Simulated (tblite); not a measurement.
Species: C7H12AlCl.
SMILES with atom numbers: `[CH2:1]=[C:2]([CH3:3])/[CH:4]=[C:5](/[CH3:6])[CH2:7][AlH:8][Cl:9]` (hydrogens: H10, H11 on C1; H12, H13, H14 on C3; H15 on C4; H16, H17, H18 on C6; H19, H20 on C7; H21 on Al8)

Computed with GFN2-xTB (tblite), gas phase: L-BFGS steps from a force-field or distance-geometry start until the largest atomic force falls under 0.01 eV/Å.

Step 97: E = -728.0511 eV
```
atom  x, y, z in Å  |  force x, y, z in eV/Å
C1     -0.8714   -1.7368   -0.9387    0.058  -0.007   0.045
C2     -1.1479   -0.5064   -0.4665    0.010   0.018   0.013
C3     -2.1329   -0.3058    0.6406   -0.001   0.008   0.021
C4     -0.3934    0.6627   -0.9582    0.017  -0.020  -0.050
C5      0.6779    1.0828   -0.2857   -0.021  -0.017  -0.013
C6      1.5241    2.2348   -0.7357   -0.019  -0.030   0.005
C7      1.0850    0.3925    0.9854    0.028   0.033   0.044
Al8     0.8407   -1.6187    0.8405    0.011   0.056  -0.003
Cl9     2.2278   -2.8238   -0.0292    0.014   0.004  -0.017
H10    -0.2330   -1.8697   -1.8002    0.002   0.028  -0.033
H11    -1.4372   -2.6045   -0.6287   -0.054   0.019  -0.004
H12    -2.2777    0.7463    0.8682    0.014   0.029  -0.058
H13    -1.7499   -0.8069    1.5336   -0.002   0.004   0.029
H14    -3.0949   -0.7546    0.4017    0.008  -0.018  -0.043
H15    -0.7158    1.1156   -1.8861    0.002   0.005   0.043
H16     1.3464    3.0952   -0.0896    0.006   0.009   0.016
H17     2.5780    1.9752   -0.6564    0.014  -0.008  -0.028
H18     1.3119    2.5243   -1.7614   -0.067  -0.009  -0.025
H19     2.0865    0.7461    1.2640   -0.023  -0.049   0.023
H20     0.4244    0.7478    1.7907    0.009  -0.026   0.013
H21    -0.0574   -2.2789    1.9116   -0.008  -0.030   0.023
```

Step 98: E = -728.0525 eV
```
atom  x, y, z in Å  |  force x, y, z in eV/Å
C1     -0.8627   -1.7381   -0.9347    0.043  -0.005   0.032
C2     -1.1473   -0.5076   -0.4682    0.020   0.032   0.062
C3     -2.1404   -0.3075    0.6321   -0.017   0.032   0.041
C4     -0.3934    0.6645   -0.9557   -0.007  -0.053  -0.064
C5      0.6822    1.0826   -0.2893   -0.049  -0.003  -0.001
C6      1.5203    2.2420   -0.7354    0.022  -0.020   0.024
C7      1.0964    0.3883    0.9777    0.017   0.034   0.032
Al8     0.8437   -1.6213    0.8416    0.006   0.041   0.020
Cl9     2.2174   -2.8524   -0.0138    0.012   0.010  -0.017
H10    -0.2218   -1.8692   -1.7939    0.024   0.022  -0.047
H11    -1.4295   -2.6065   -0.6296   -0.058   0.010   0.005
H12    -2.2901    0.7452    0.8546    0.018   0.038  -0.063
H13    -1.7630   -0.8001    1.5328    0.006  -0.007   0.002
H14    -3.1017   -0.7577    0.3914    0.032  -0.028  -0.050
H15    -0.7242    1.1186   -1.8796    0.007   0.029   0.034
H16     1.3617    3.0878   -0.0617    0.022  -0.043  -0.049
H17     2.5757    1.9724   -0.6847   -0.044   0.032  -0.044
H18     1.2848    2.5554   -1.7509   -0.047  -0.024   0.046
H19     2.0989    0.7402    1.2536   -0.018  -0.039   0.020
H20     0.4381    0.7419    1.7865    0.018  -0.030   0.008
H21    -0.0539   -2.2615    1.9269   -0.008  -0.030   0.011
```

Task: Estimate the geometry and energy of step 99. (The exact step hangs on the optimiser's Hessian estimate; all steps are aligned on step 98, rigid shifts and turns removed.)

Result: E = -728.0537 eV, largest force 0.167 eV/Å
```
atom  x, y, z in Å  |  force x, y, z in eV/Å
C1     -0.8631   -1.7412   -0.9344    0.005  -0.014  -0.005
C2     -1.1460   -0.5118   -0.4656    0.024   0.050   0.126
C3     -2.1443   -0.3074    0.6294   -0.035   0.059   0.061
C4     -0.3871    0.6589   -0.9485   -0.032  -0.083  -0.061
C5      0.6882    1.0801   -0.2845   -0.064  -0.005   0.029
C6      1.5189    2.2418   -0.7372    0.026  -0.146   0.077
C7      1.1006    0.3896    0.9850   -0.002   0.019   0.018
Al8     0.8487   -1.6174    0.8387   -0.026   0.038   0.060
Cl9     2.2218   -2.8414   -0.0203    0.050  -0.023  -0.048
H10    -0.2253   -1.8663   -1.7966    0.045   0.001  -0.042
H11    -1.4410   -2.6060   -0.6410   -0.038  -0.002   0.017
H12    -2.2923    0.7474    0.8419    0.017   0.056  -0.049
H13    -1.7768   -0.7909    1.5397    0.018  -0.019  -0.041
H14    -3.1080   -0.7525    0.3865    0.057  -0.048  -0.054
H15    -0.7200    1.1085   -1.8720    0.003   0.070  -0.020
H16     1.3642    3.0838   -0.0654   -0.009   0.073   0.038
H17     2.5732    1.9765   -0.6937    0.043   0.002  -0.041
H18     1.2746    2.5489   -1.7475   -0.074   0.030  -0.094
H19     2.1033    0.7351    1.2650   -0.005  -0.003   0.009
H20     0.4399    0.7429    1.7915    0.023  -0.025   0.009
H21    -0.0383   -2.2620    1.9287   -0.026  -0.032   0.011
```

The energy changes by -0.0012 eV. The first-order estimate −F·Δx gives -0.0037 eV and the mean of the old and new forces, exact on a quadratic surface, -0.0012 eV. The step makes an angle of 73° with the force vector and moves no atom by more than 0.018 Å.

What follows is the cost of the whole relaxation. The run took 5.1 s on Arm Neoverse N1, one thread, shared host with 64 logical CPUs at a one-minute load of 55.
